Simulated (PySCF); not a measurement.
PySCF job for HO3, SMILES [O]OO, multiplicity 2, PBE-D3(BJ)/def2-TZVP. Geometry optimised at PBE-D3(BJ)/def2-TZVP. Other conformers were not sampled.

```python
import numpy as np
from pyscf import gto, scf, dft, df
from pyscf.hessian import thermo

mol = gto.M(
    atom='''
    O    -0.27990308   -1.19069956    0.00000000
    O     0.50136052    0.23493994    0.00000000
    H     0.51937591   -1.76093338    0.00000000
    O    -0.28637943    1.17587629    0.00000000
    ''',
    basis='def2-TZVP',
    charge=0,
    spin=1,
    max_memory=1600,
    verbose=3,
)
mf = dft.UKS(mol, xc='pbe').density_fit(auxbasis='def2-universal-jkfit')
mf.disp = 'd3bj'
mf.grids.level = 3
mf.conv_tol = 1e-11
mf.max_cycle = 100
mf.kernel()
fine, coarse = mf.grids, dft.Grids(mol).set(level=1).build(with_non0tab=True)
for _ in range(3):  # follow internal instabilities
    mf.grids = coarse
    mo, _, stable, _ = mf.stability(return_status=True, nroots=4)
    mf.grids = fine
    if stable:
        break
    mf.kernel(mf.make_rdm1(mo, mf.mo_occ))

# [left out here: the lines that compute and print the analytic Hessian (its translational invariance restored by hand, since the grid's response is missing), thermochemistry and intensities]
```

It prints:

```

WARN: HOMO -0.237552097625425 >= LUMO -0.237552097625425

converged SCF energy = -225.96173385323  <S^2> = 0.75448451  2S+1 = 2.0044795
<class 'pyscf.df.df_jk.DFUKS'> wavefunction is stable in the internal stability analysis

WARN: DFTD3 does not support analytical Hessian, using finite difference


WARN: Mole.unit (angstrom) is changed to Bohr

Mode                                 0                   1                   2
Irrep
Freq [cm^-1]                      244.7128            416.3785            618.8727
Reduced mass [au]                   1.1530             12.7304              5.9346
Force const [Dyne/A]                0.0407              1.3004              1.3392
Char temp [K]                     352.0873            599.0760            890.4200
Normal mode                   x     y     z       x     y     z       x     y     z
       0   O                -0.00 -0.00 -0.05   -0.01 -0.19  0.00    0.08  0.06 -0.00
       1   O                -0.00  0.00 -0.06   -0.05  0.06  0.00   -0.14 -0.14 -0.00
       2   H                 0.00 -0.00  0.93    0.13  0.01 -0.00    0.22  0.26  0.00
       3   O                 0.00  0.00  0.05    0.05  0.13 -0.00    0.05  0.06  0.00
Mode                                 3                   4                   5
Irrep
Freq [cm^-1]                     1128.2116           1404.5208           3615.4329
Reduced mass [au]                   1.2404             11.8005              1.0681
Force const [Dyne/A]                0.9302             13.7154              8.2257
Char temp [K]                    1623.2452           2020.7928           5201.8030
Normal mode                   x     y     z       x     y     z       x     y     z
       0   O                 0.07  0.01  0.00   -0.02 -0.02  0.00   -0.05  0.04  0.00
       1   O                -0.03 -0.03  0.00    0.13 -0.11  0.00   -0.00  0.00  0.00
       2   H                -0.47 -0.76 -0.00    0.09  0.13 -0.00    0.79 -0.55 -0.00
       3   O                -0.02  0.07 -0.00   -0.12  0.12 -0.00    0.00 -0.00 -0.00
temperature 298.1500 [K]
pressure 101325.00 [Pa]
Rotational constants [GHz] 73.95948 10.36221 9.08880
Symmetry number 1
Zero-point energy (ZPE) 0.01692 [Eh]   44430.080 [J/mol]
                           tot       elec      trans        rot        vib
Entropy [J/mol/K]       265.663      5.763    157.285     89.376     13.239
Cv [J/mol/K]             44.019      0.000     12.472     12.472     19.075
Cp [J/mol/K]             52.333      0.000     20.786     12.472     19.075
Internal energy [J/mol]                      3718.434   3718.434  46969.385
Internal energy [Eh]   -225.94101  -225.96173
Enthalpy [J/mol]                             6197.391   3718.434  46969.385
Enthalpy [Eh]          -225.94007
Gibbs free energy [J/mol]                  -40697.034 -22929.018  43022.178
Gibbs free energy [Eh] -225.97024
mode   freq/cm-1   IR/(km/mol)
   1      244.71       105.537
   2      416.38        55.065
   3      618.87        50.771
   4     1128.21       114.169
   5     1404.52        93.654
   6     3615.43        49.810
max |gradient| / (hartree/bohr): 3.4621972774742166e-05
APT charges: [-0.514   0.5266  0.2442 -0.2568]
```

The run converged.

Cost: around 29 core-seconds (rough).
